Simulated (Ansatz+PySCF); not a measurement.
The numbers below are computed, except where a source is named.
Input for PySCF 2.14.0:

```python
from pyscf import gto, dft

mol = gto.M(atom="""
Ti 0.000000 0.000000 0.000000
F 0.000000 0.000000 1.834000
""", basis='def2-svp', charge=0, spin=3)
mf = dft.ROKS(mol, xc='pbe0')
mf.kernel()
print(mf.converged, mf.e_tot, mf.spin_square()[0])
```

The script is written out from the run's settings.

The run gave:

```
Converged                       : yes
Total energy                    : -948.79278 hartree
Spin squared of the determinant : 3.750
Cycles                          : 18
```

This is not the lowest solution: another run reaches a determinant 0.23 eV lower.
